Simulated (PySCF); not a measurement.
HgF2, optimised at PBE0/def2-TZVP:

```xyz
3

Hg     0.0000     0.0000     0.0000
F      1.1232     1.1333    -1.0637
F     -1.1232    -1.1333     1.0637
```

Computed with PySCF and rigid-rotor harmonic-oscillator thermochemistry at 1 bar. All species are closed-shell singlets. Hg: scalar-relativistic def2 core potential, no spin-orbit coupling.

**Question.** List the harmonic frequencies (cm⁻¹, unscaled) at this level and at the other levels, each on its own geometry.

**Answer.** 
- PBE0/def2-TZVP: 179, 180, 582, 658
- PBE/def2-SVP: 175, 177, 560, 642
